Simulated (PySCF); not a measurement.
# Electric field gradients and quadrupole coupling constants

C5H8F3OP.
Cartesian coordinates in Å at the GFN2-xTB level; atoms count from 1:
```xyz
18
C5H8F3OP angstrom
C      1.730    1.278    1.650
C      1.625    0.064    1.143
C      0.329   -0.660    0.976
P     -0.009   -0.946   -0.837
C     -0.512    0.793   -1.353
O      0.621    1.565   -1.640
C     -1.786   -1.553   -0.588
F     -1.817   -2.717    0.073
F     -2.565   -0.701    0.104
F     -2.395   -1.749   -1.766
H      0.867    1.831    1.982
H      2.681    1.768    1.756
H      2.503   -0.474    0.811
H      0.389   -1.651    1.439
H     -0.496   -0.096    1.424
H     -1.030    1.299   -0.531
H     -1.190    0.723   -2.217
H      1.047    1.231   -2.437
```

Field gradients from the PBE0/pcSseg-1 density (PySCF, non-relativistic), principal values in atomic units, ordered |Vxx| ≤ |Vyy| ≤ |Vzz|:

```json
{"atom": "O6", "Vxx": "0.0597", "Vyy": "1.9299", "Vzz": "-1.9895"}
```

Question: Find the asymmetry η = (Vxx − Vyy)/Vzz and the couplings χ = eQV/h (234.96 MHz × Q in barn × V in au), with Q(17O) = −0.0256 b.

Answer: 
```json
{"atom": "O6", "environment": "alcohol oxygen", "nucleus": "17O", "η": "0.94", "χzz (MHz)": "11.97", "χxx (MHz)": "-0.36", "χyy (MHz)": "-11.61"}
```

At O6 η is above 0.9: Vyy and Vzz are nearly equal in size and opposite in sign, so a small change could swap them and flip the sign of χzz. The tensor is traceless: Vxx + Vyy + Vzz = 0.

Question: What is Vzz at O6 in SI units (1 au = 9.71736 × 10²¹ V/m²)?

Answer: -1.9895 au = -19.333 × 10²¹ V/m².

Question: And the gradient at the other heavy atoms, for which no coupling is worked out here?

Answer: 
```
atom                     environment  Vzz (au)     η
  C1            terminal =CH2 carbon     0.299  0.40
  C2                alkene CH carbon     0.288  0.77
  C3  sp3 carbon bound to phosphorus     0.113  0.55
  P4            phosphine phosphorus    -1.418  0.48
  C5          carbinol carbon (C–OH)     0.307  0.62
  C7                      CF3 carbon    -0.459  0.02
  F8         fluorine of a CF3 group     2.867  0.04
  F9         fluorine of a CF3 group     2.843  0.03
 F10         fluorine of a CF3 group     2.868  0.05
```

Were the hydrogens deuterons (Q(2H) = 0.00286 b), χzz would run from 189 kHz (H17) to 311 kHz (H18).

The structure is a single GFN2-xTB conformer in the gas phase; no vibrational or solvent corrections. GFN2-xTB bond lengths can be off by several hundredths of an ångström, more for odd bonds, and the gradients follow them. These gradients aren't converged with respect to the basis.

These values come from a run that also computed NMR shieldings. Time: 53 s (with the writing of density and orbital grids); peak memory 1.0 GiB. Hardware: one thread of an Arm Neoverse V1 (shared host).
